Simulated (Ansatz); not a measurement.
Born–Oppenheimer molecular dynamics of a periodic cell of 17 atoms, Si16B (host Si, host structure diamond, interstitial B). It starts from a relaxed structure.

The calculation used DFT PBE, scalar-relativistic, plane waves, PAW in Ansatz 0.2.0. Settings: PAW set soft_1, cutoff 420 eV, k mesh 2x2x2, fermi-dirac smearing 0.05 eV, spin collinear.

| Item | Value |
| --- | --- |
| ensemble | NVT, Nosé–Hoover chain |
| time step | 1 fs |
| steps asked | 300 |
| set temperature | 2100 K |
| thermostat | time constant 100 fs, chain length 5 |
| seed | 791631 |

Frames 1 fs apart, positions in Å.

Velocities at 260.0 fs (Å/ps):

```
Si -2.34 3.75 -3.54
Si -0.52 8.78 10.74
Si 7.09 -2.06 3.45
Si -10.52 3.06 0.35
Si 5.60 -0.88 -0.55
Si 7.39 -7.60 -6.70
Si 5.31 0.97 5.80
Si -17.91 -7.99 -12.33
Si 11.89 8.67 0.66
Si 2.62 -7.78 7.08
Si -8.67 2.85 5.50
Si -5.41 -1.27 -1.77
Si -5.37 -0.78 -1.55
Si 8.24 -2.29 5.22
Si -5.27 2.95 9.96
Si 11.07 -2.10 -20.10
B -8.34 4.46 -5.80
```

```xyz
17
Lattice="0.0000 5.4300 5.4300 5.4300 0.0000 5.4300 5.4300 5.4300 0.0000" Properties=species:S:1:pos:R:3 time_fs=260.0 energy_less_start_eV=3.704 T=1779
Si -0.438 -0.118 -0.435
Si 1.577 0.925 2.285
Si 2.277 2.161 0.240
Si 3.797 3.957 0.804
Si 3.351 -0.169 3.117
Si 4.677 2.072 4.443
Si 5.619 3.074 2.051
Si 6.867 3.917 4.237
Si 0.071 2.587 2.990
Si 1.401 4.567 3.834
Si 2.925 5.570 2.439
Si 4.101 6.720 4.402
Si 2.336 2.882 4.995
Si 3.889 3.911 6.817
Si 5.468 5.243 5.486
Si 6.792 6.594 6.563
B 6.215 10.264 6.644
17
Lattice="0.0000 5.4300 5.4300 5.4300 0.0000 5.4300 5.4300 5.4300 0.0000" Properties=species:S:1:pos:R:3 time_fs=261.0 energy_less_start_eV=3.686 T=1797
Si -0.440 -0.114 -0.439
Si 1.577 0.934 2.295
Si 2.284 2.159 0.244
Si 3.786 3.960 0.805
Si 3.357 -0.170 3.117
Si 4.685 2.064 4.436
Si 5.624 3.075 2.057
Si 6.849 3.909 4.225
Si 0.082 2.596 2.991
Si 1.404 4.559 3.841
Si 2.917 5.573 2.445
Si 4.095 6.719 4.399
Si 2.331 2.881 4.994
Si 3.897 3.909 6.822
Si 5.463 5.245 5.496
Si 6.803 6.592 6.543
B 6.206 10.268 6.639
17
Lattice="0.0000 5.4300 5.4300 5.4300 0.0000 5.4300 5.4300 5.4300 0.0000" Properties=species:S:1:pos:R:3 time_fs=262.0 energy_less_start_eV=3.671 T=1814
Si -0.442 -0.110 -0.443
Si 1.576 0.944 2.305
Si 2.291 2.157 0.247
Si 3.775 3.962 0.806
Si 3.362 -0.171 3.118
Si 4.692 2.057 4.429
Si 5.630 3.076 2.063
Si 6.832 3.900 4.212
Si 0.094 2.606 2.992
Si 1.406 4.551 3.848
Si 2.908 5.576 2.450
Si 4.089 6.718 4.397
Si 2.327 2.880 4.993
Si 3.906 3.906 6.827
Si 5.457 5.247 5.506
Si 6.814 6.592 6.523
B 6.198 10.273 6.633
17
Lattice="0.0000 5.4300 5.4300 5.4300 0.0000 5.4300 5.4300 5.4300 0.0000" Properties=species:S:1:pos:R:3 time_fs=263.0 energy_less_start_eV=3.658 T=1829
Si -0.443 -0.106 -0.447
Si 1.575 0.953 2.314
Si 2.299 2.155 0.251
Si 3.763 3.965 0.808
Si 3.367 -0.172 3.118
Si 4.699 2.051 4.421
Si 5.636 3.076 2.070
Si 6.814 3.891 4.199
Si 0.106 2.615 2.992
Si 1.408 4.542 3.854
Si 2.900 5.579 2.456
Si 4.083 6.717 4.394
Si 2.323 2.878 4.993
Si 3.916 3.903 6.831
Si 5.450 5.249 5.516
Si 6.826 6.592 6.503
B 6.189 10.278 6.628
17
Lattice="0.0000 5.4300 5.4300 5.4300 0.0000 5.4300 5.4300 5.4300 0.0000" Properties=species:S:1:pos:R:3 time_fs=264.0 energy_less_start_eV=3.648 T=1843
Si -0.445 -0.101 -0.451
Si 1.573 0.963 2.323
Si 2.306 2.154 0.254
Si 3.751 3.967 0.811
Si 3.373 -0.172 3.120
Si 4.705 2.046 4.414
Si 5.642 3.076 2.076
Si 6.796 3.882 4.186
Si 0.117 2.625 2.993
Si 1.409 4.534 3.861
Si 2.893 5.581 2.462
Si 4.077 6.716 4.391
Si 2.320 2.875 4.994
Si 3.925 3.899 6.835
Si 5.443 5.250 5.526
Si 6.838 6.594 6.482
B 6.181 10.283 6.623
17
Lattice="0.0000 5.4300 5.4300 5.4300 0.0000 5.4300 5.4300 5.4300 0.0000" Properties=species:S:1:pos:R:3 time_fs=265.0 energy_less_start_eV=3.642 T=1855
Si -0.445 -0.097 -0.455
Si 1.572 0.972 2.331
Si 2.313 2.152 0.258
Si 3.739 3.969 0.814
Si 3.377 -0.173 3.122
Si 4.712 2.041 4.405
Si 5.648 3.077 2.083
Si 6.778 3.873 4.173
Si 0.128 2.635 2.993
Si 1.411 4.525 3.867
Si 2.886 5.584 2.468
Si 4.071 6.715 4.387
Si 2.317 2.873 4.995
Si 3.935 3.895 6.839
Si 5.435 5.250 5.535
Si 6.850 6.596 6.463
B 6.173 10.288 6.619
17
Lattice="0.0000 5.4300 5.4300 5.4300 0.0000 5.4300 5.4300 5.4300 0.0000" Properties=species:S:1:pos:R:3 time_fs=266.0 energy_less_start_eV=3.640 T=1865
Si -0.446 -0.093 -0.459
Si 1.570 0.982 2.338
Si 2.320 2.150 0.261
Si 3.727 3.970 0.819
Si 3.382 -0.174 3.124
Si 4.718 2.036 4.397
Si 5.654 3.076 2.090
Si 6.760 3.864 4.159
Si 0.138 2.646 2.994
Si 1.411 4.516 3.873
Si 2.879 5.587 2.474
Si 4.064 6.714 4.382
Si 2.316 2.869 4.997
Si 3.946 3.891 6.843
Si 5.426 5.250 5.544
Si 6.862 6.600 6.443
B 6.164 10.294 6.614
17
Lattice="0.0000 5.4300 5.4300 5.4300 0.0000 5.4300 5.4300 5.4300 0.0000" Properties=species:S:1:pos:R:3 time_fs=267.0 energy_less_start_eV=3.645 T=1871
Si -0.446 -0.089 -0.463
Si 1.569 0.991 2.345
Si 2.327 2.149 0.264
Si 3.714 3.972 0.823
Si 3.387 -0.175 3.127
Si 4.723 2.033 4.389
Si 5.661 3.076 2.097
Si 6.743 3.854 4.146
Si 0.149 2.657 2.994
Si 1.412 4.507 3.879
Si 2.873 5.589 2.480
Si 4.058 6.713 4.378
Si 2.315 2.865 5.000
Si 3.956 3.886 6.846
Si 5.418 5.248 5.553
Si 6.875 6.604 6.423
B 6.156 10.300 6.611
17
Lattice="0.0000 5.4300 5.4300 5.4300 0.0000 5.4300 5.4300 5.4300 0.0000" Properties=species:S:1:pos:R:3 time_fs=268.0 energy_less_start_eV=3.657 T=1874
Si -0.445 -0.086 -0.466
Si 1.567 1.001 2.351
Si 2.334 2.147 0.268
Si 3.701 3.973 0.829
Si 3.391 -0.176 3.130
Si 4.729 2.030 4.380
Si 5.668 3.075 2.104
Si 6.725 3.845 4.132
Si 0.158 2.668 2.995
Si 1.411 4.498 3.884
Si 2.866 5.591 2.486
Si 4.052 6.713 4.372
Si 2.315 2.861 5.003
Si 3.967 3.881 6.849
Si 5.408 5.247 5.562
Si 6.888 6.610 6.404
B 6.147 10.306 6.608
17
Lattice="0.0000 5.4300 5.4300 5.4300 0.0000 5.4300 5.4300 5.4300 0.0000" Properties=species:S:1:pos:R:3 time_fs=269.0 energy_less_start_eV=3.680 T=1872
Si -0.445 -0.082 -0.470
Si 1.566 1.010 2.356
Si 2.341 2.146 0.271
Si 3.689 3.975 0.835
Si 3.395 -0.177 3.134
Si 4.734 2.028 4.370
Si 5.674 3.075 2.111
Si 6.708 3.835 4.119
Si 0.168 2.679 2.996
Si 1.411 4.489 3.889
Si 2.861 5.594 2.492
Si 4.045 6.712 4.366
Si 2.316 2.857 5.008
Si 3.978 3.876 6.851
Si 5.399 5.245 5.570
Si 6.901 6.616 6.385
B 6.139 10.312 6.605
17
Lattice="0.0000 5.4300 5.4300 5.4300 0.0000 5.4300 5.4300 5.4300 0.0000" Properties=species:S:1:pos:R:3 time_fs=270.0 energy_less_start_eV=3.714 T=1864
Si -0.444 -0.079 -0.474
Si 1.564 1.019 2.360
Si 2.348 2.145 0.275
Si 3.676 3.976 0.841
Si 3.399 -0.177 3.138
Si 4.739 2.026 4.361
Si 5.681 3.074 2.118
Si 6.691 3.825 4.106
Si 0.176 2.691 2.997
Si 1.410 4.480 3.894
Si 2.855 5.596 2.498
Si 4.039 6.711 4.360
Si 2.318 2.851 5.012
Si 3.990 3.870 6.854
Si 5.389 5.242 5.578
Si 6.913 6.623 6.367
B 6.130 10.319 6.603
17
Lattice="0.0000 5.4300 5.4300 5.4300 0.0000 5.4300 5.4300 5.4300 0.0000" Properties=species:S:1:pos:R:3 time_fs=271.0 energy_less_start_eV=3.762 T=1849
Si -0.443 -0.076 -0.477
Si 1.562 1.028 2.364
Si 2.354 2.144 0.278
Si 3.664 3.978 0.849
Si 3.402 -0.178 3.142
Si 4.743 2.026 4.351
Si 5.688 3.073 2.125
Si 6.673 3.815 4.093
Si 0.184 2.703 2.998
Si 1.409 4.472 3.899
Si 2.850 5.598 2.503
Si 4.033 6.711 4.353
Si 2.321 2.846 5.018
Si 4.001 3.863 6.856
Si 5.378 5.239 5.585
Si 6.926 6.630 6.348
B 6.122 10.326 6.602
```

Of the whole run (300 fs, mean temperature of the second half 1512 K): The conserved energy stayed within 0.38 meV per atom of its start (net change 0.17 meV per atom), so the integration is sound. The mean temperature of the second half is 28 % below the set value. A run of 0.3 ps of so small a system gives no equilibrium averages. Limits of this set-up: coarse k mesh.

Run time: 23 min on 1 thread of AMD EPYC 7R43 64-Core Processor (Zen 3), with other jobs on the host, peak memory 0.7 GiB.
